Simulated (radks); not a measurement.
Coherent X-ray form factor from a spherical all-electron density. Calculated with a radial shooting solver on a logarithmic mesh with Libxc functionals: scalar-relativistic Kohn-Sham, SOGGA, spin-polarised, spherical densities, finite nucleus; Fermi nuclear charge, rms radius of each element as measured or else 0.836 A^(1/3) + 0.57 fm.

sin(theta)/lambda (1/angstrom)  f0 (electrons)
0.05                                    80.930
0.1                                     78.105
0.15                                    74.324
0.2                                     70.255
0.25                                    66.249
0.3                                     62.437
0.4                                     55.534
0.5                                     49.628
0.6                                     44.655
0.8                                     36.824
1                                       30.750
1.25                                    24.759
1.5                                     20.379
2                                       15.433

The species is in the configuration that NIST lists as its ground one. Which atom or ion scatters so?

Answer. The bismuth ion Bi+, [Hg] 6p2. Extrapolating in s^2 from the first two rows gives f0(0) = 81.9, near the electron count 82; among species with that count, the fall with angle is slower the higher Z, and the table is that of Z = 83; from so few rows the species is fixed only to a neighbour or two.
